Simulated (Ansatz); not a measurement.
Stepwise reaction of `COB(C)OC` with water, as a gas-phase model of exchange steps in deposition or etching. ΔE in kJ/mol.

Computed with Ansatz on PBE0-D4/def2-TZVP structures; ΔE is electronic, products minus reactants. CCSD(T)/CBS is the MP2 limit (def2-TZVPP, def2-QZVPP) plus CCSD(T) − MP2 in def2-TZVPP, frozen cores. This one scheme is used for every species. Functionals use def2-TZVPP. B3LYP here is the variant with VWN-RPA as its local correlation; programs differ in this. One conformer a species, not always the lowest.

| step | reaction | PBE-D4 | B3LYP-D4 | ωB97M-V | CCSD(T)/CBS |
| --- | --- | --- | --- | --- | --- |
| 1 | `COB(C)OC` + H₂O → `COB(C)O` + CH₃OH | 1.0 | 2.7 | 1.9 | 6.0 |
| 2 | `COB(C)O` + H₂O → `CB(O)O` + CH₃OH | 12.5 | 13.8 | 13.7 | 16.7 |

(1) By hand: ΔE of the 2 steps together at CCSD(T)/CBS.

Results:

(1) (6.0) + (16.7) = 22.7 kJ/mol, or 11.3 kJ/mol a step.

In ΔE each step is higher than the one before. All are uphill at CCSD(T)/CBS. PBE-D4 differs from CCSD(T)/CBS by -5.0 to -4.2 kJ/mol a step. Isolated molecules leave out the surface, adducts and barriers. Largest T1 diagnostic: 0.012.
